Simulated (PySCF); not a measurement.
A calculated (BP86, PySCF 2.14, aug-cc-pVDZ-DK, scalar relativity by spin-free X2C-1e) atom or ion has these occupied shells.

| shell | electrons | orbital energy (eV) | rms radius, mean of both spins (bohr) |
| --- | --- | --- | --- |
| 1s α | 1 | -8881.2 | 0.0601 |
| 1s β | 1 | -8881.1 | 0.0601 |
| 2s α | 1 | -1099.0 | 0.255 |
| 2s β | 1 | -1097.7 | 0.255 |
| 2p α | 3 | -953.47 | 0.228 |
| 2p β | 3 | -952.44 | 0.228 |
| 3s α | 1 | -150.67 | 0.759 |
| 3s β | 1 | -148.03 | 0.759 |
| 3p α | 3 | -107.82 | 0.801 |
| 3p β | 3 | -105.22 | 0.801 |
| 3d α | 5 | -39.114 | 0.978 |
| 3d β | 3 | -37.196 | 0.978 |
| 4p α | 1 | -18.838 | 2.77 |

Problem. Name the element and its charge.

Solution. Cu²⁺ (copper, charge +2), in [Ar] 3d8 4p1, one real determinant (an excited configuration).
